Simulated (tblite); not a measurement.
C4H6F3OPS.
Cartesian coordinates in Å at the GFN2-xTB level; atoms count from 1:
```xyz
16
C4H6F3OPS angstrom
C      2.6833    0.0392    0.0673
O      1.7230    0.9037   -0.4970
C      0.4992    0.8656    0.1563
P     -0.3166   -0.8132   -0.0859
S     -0.2472   -2.0847    1.3628
C     -2.0309   -0.4590   -0.6558
F     -2.4463   -1.0985   -1.7543
C     -2.8506    0.2708    0.0911
F     -2.3732    0.8840    1.1695
F     -4.1214    0.5509   -0.1012
H      2.3526   -1.0075    0.0125
H      3.5938    0.1671   -0.5137
H      2.8719    0.2922    1.1161
H     -0.1227    1.6514   -0.2815
H      0.5946    1.0310    1.2424
H      0.1829   -1.1840   -1.3401
```

Level: GFN2-xTB in tblite, geometry and Hessian alike; calculated harmonic values, unscaled, isolated species. The method is semi-empirical: single wavenumbers can be off by several per cent or more. Modes of hydrogen on phosphorus can be 10 to 20 % off. One conformer, not necessarily the lowest.

Harmonic wavenumbers (cm⁻¹): 38.8, 47.4, 73.8, 92.0, 112.8, 161.6, 168.1, 181.5, 217.8, 260.0, 283.6, 374.3, 397.3, 428.8, 467.2, 470.0, 624.7, 658.3, 745.4, 787.2, 851.8, 907.2, 964.4, 995.7, 1092.2, 1123.6, 1131.9, 1159.3, 1204.4, 1229.1, 1239.3, 1396.4, 1402.6, 1455.9, 1471.9, 1737.9, 2226.3, 2833.6, 2886.5, 2939.0, 2951.7, 3040.4.

A = 1379, B = 590.0, C = 541.3 MHz; mass 189.983 u (most abundant isotopes); point group C1, symmetry number 1.

Zero-point energy?

Half the sum of the wavenumbers: 21416 cm⁻¹ = 61.23 kcal/mol.

Entropy at 500 K, 1 bar (ideal gas, RRHO, classical rotation)?

Translation 44.23, rotation 32.51, vibration 61.78: S = 138.5 cal/(mol K).

And Cp and H(500 K) − H(0)?

Cp = 57.13 cal/(mol K), of which vibrations give 49.19 (their classical limit is 42 R = 83.5); H(500 K) − H(0) = 18.49 kcal/mol without the zero-point energy, 14.52 from vibrations.

Blend soft modes into free rotors: weight 1/[1 + (100 cm⁻¹/ν̃)⁴] for the oscillator and the rest for a rotor with moment μB/(μ + B), μ = h/(8π²ν), B = 10⁻⁴⁴ kg m². What vibrational entropy results?

55.69 cal/(mol K) in place of 61.78, which changes −T·S at 500 K by +3.05 kcal/mol.

Which modes carry the vibrational entropy at 500 K?

38.8 cm⁻¹: 6.34; 47.4 cm⁻¹: 5.95; 73.8 cm⁻¹: 5.07; 92.0 cm⁻¹: 4.63; 112.8 cm⁻¹: 4.23; 161.6 cm⁻¹: 3.53 cal/(mol K); the other 36 give 32.03 together.

Hindered rotation and anharmonicity are outside this model. Other conformers, if any are populated, would add a mixing term that is left out. The structure is chiral; the term R ln 2 for an equal mix with its mirror image is left out.
